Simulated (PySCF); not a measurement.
CH8FNOSi2.

```xyz
14

C     -1.2019     0.8364     1.8020
Si    -1.2039     0.3063    -0.0102
N     -1.8860    -1.2494    -0.3906
Si     1.0201     0.0940    -0.6970
O      1.9313     1.1339     0.2291
F      1.4482    -1.4559    -0.3519
H     -0.6887     0.0876     2.4267
H     -2.2248     0.9688     2.1914
H     -0.6613     1.7914     1.9100
H     -1.9326     1.3410    -0.8056
H     -2.8765    -1.4361    -0.2643
H     -1.3326    -2.0769    -0.1857
H      1.3463     0.2635    -2.1442
H      2.8718     1.2174     0.0291
```

Geometry optimised at B3LYP-D3(BJ)/def2-SVP. The structure was generated by enumeration; whether it is a known compound was not checked. Other conformers were not sampled.

Method: B3LYP/pcSseg-1 (PySCF). Non-relativistic, no solvent.

Question: Give the absolute GIAO shielding of each atom: isotropic value and principal components (ppm). (An estimate is asked for; the answer gives what the named calculation found.)

Answer: 
```
atom  σ(iso)    σ11    σ22    σ33   span
----  ------  -----  -----  -----  -----
C1     176.3  163.1  179.4  186.5   23.3
Si2    370.2  306.4  388.8  415.5  109.1
N3     252.2  226.8  254.2  275.5   48.8
Si4    337.4  311.6  327.3  373.3   61.7
O5     263.8  205.7  273.3  312.3  106.7
F6     336.3  237.1  355.8  416.2  179.2
H7      31.1   27.6   29.6   36.1    8.5
H8      30.9   27.2   28.4   37.2   10.0
H9      31.2   26.8   29.6   37.4   10.6
H10     26.9   23.4   25.7   31.5    8.1
H11     31.2   24.0   27.1   42.7   18.8
H12     31.0   23.2   28.7   41.0   17.8
H13     26.0   23.0   23.4   31.7    8.7
H14     28.8   21.7   23.4   41.3   19.6
```
